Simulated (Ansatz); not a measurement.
Consider the formal exchange of groups at the Se–B bond: `ClBB[SeH]` + `O[SiH2][SiH3]` → `O[SiH2][SiH2][SeH]` + `BBCl`.

Computed with Ansatz on PBE0-D4/def2-TZVP structures; ΔE is electronic, products minus reactants. CCSD(T)/CBS adds triple-zeta CCSD(T) − MP2 to the extrapolated MP2 energy (def2 sets, frozen cores). Functionals use def2-TZVPP. For Se outer-core shells are correlated without core-valence functions, which leaves a few kJ/mol of doubt a bond. Scalar relativity is left out up to krypton. One conformer a species, not always the lowest.

CCSD(T)/CBS gives +0.30 eV.

Task: Another level gave +0.32 eV. Which?
A. ωB97M-V/def2-TZVPP
B. HF/def2-TZVPP
C. SCS-MP2/def2-TZVPP
D. PBE/def2-TZVPP

Result: C. SCS-MP2/def2-TZVPP 0.32, ωB97M-V 0.26, PBE 0.36, HF/def2-TZVPP 0.21 eV.

Largest T1 diagnostic among the species: 0.014.

In def2-TZVPP, CCSD(T) changes the Hartree–Fock value by +0.15 eV (the triples alone add +0.02 eV) and MP2 by +0.12 eV. The D4 term adds −0.05 eV with B3LYP and −0.02 eV with PBE0; it sums over pairs of atoms, weighted by their polarisabilities, and B3LYP, whose exchange is more repulsive, gets the larger term. From PBE to PBE0 (25 % exact exchange), in def2-TZVPP and without D4, ΔE moves by −0.05 eV.

B3LYP here is the variant with VWN-RPA as its local correlation; programs differ in this.
